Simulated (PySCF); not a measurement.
Method: PBE-D3(BJ)/def2-TZVP // PBE0-D4/def2-SVP run with PySCF. Isolated molecules, 0 K electronic values unless said otherwise. One relaxed conformer stands for a flexible species; it need not be the lowest. Excitations are Tamm–Dancoff values on a coarser integration grid. The basis has no diffuse functions, so Rydberg states are missing or too high.

Reference species (SMILES): `CN(C)BN(C)C` (C–N–B–N torsion -16°, N–B–N–C torsion -16°) (neutral, multiplicity 1).

```json
{
  "HOMO–LUMO gap": "4.91 eV",
  "S1 excitation (TDA)": "4.92 eV"
}
```

Changed species: `CN(C)B(N(C)C)N(C)C` (0 of 3 N(CH3)2 replaced by H; the reference has 1 of 3 N(CH3)2 replaced by H).

### Question
Give the shifts of the HOMO–LUMO gap and S1 excitation (TDA).

### Answer
the HOMO–LUMO gap drops by 0.27 eV, to 4.64 eV; the S1 excitation (TDA) drops by 0.27 eV, to 4.65 eV.
